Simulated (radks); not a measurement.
All-electron atom: the chlorine ion Cl3+ in [Ne] 3s2 4f2 (not the ground configuration). Method: scalar-relativistic Kohn-Sham, PBE, spin-unpolarised, spherical densities, point nucleus; computed with a radial shooting solver on a logarithmic mesh with Libxc functionals.

Radial electron density D(r) = 4 pi r^2 rho(r):

```
   r/bohr * D(r) (the largest magnitude, 19.4, reaches the edge; | marks zero)
 0.003852 | *
 0.005016 |  *
 0.006531 |   *
 0.008505 |     *
  0.01107 |         *
  0.01442 |              *
  0.01878 |                     *
  0.02445 |                              *
  0.03184 |                                       *
  0.04146 |                                                *
  0.05398 |                                                      *
  0.07029 |                                                      *
  0.09153 |                                                *
   0.1192 |                                        *
   0.1552 |                                    *
   0.2021 |                                         *
   0.2631 |                                                  *
   0.3426 |                                                     *
   0.4461 |                                         *
   0.5809 |                       *
   0.7564 |          *
    0.985 |      *
    1.283 |     *
     1.67 |   *
    2.175 | *
    2.832 | *
    3.687 | *
    4.801 |*
    6.252 *
    8.141 *
     10.6 *
```

D(r) has 3 maxima, at r = 0.0614, 0.316, 3.22 bohr, and minima at 0.153, 2.55 bohr, inside which lie 2.18, 12.35 electrons.
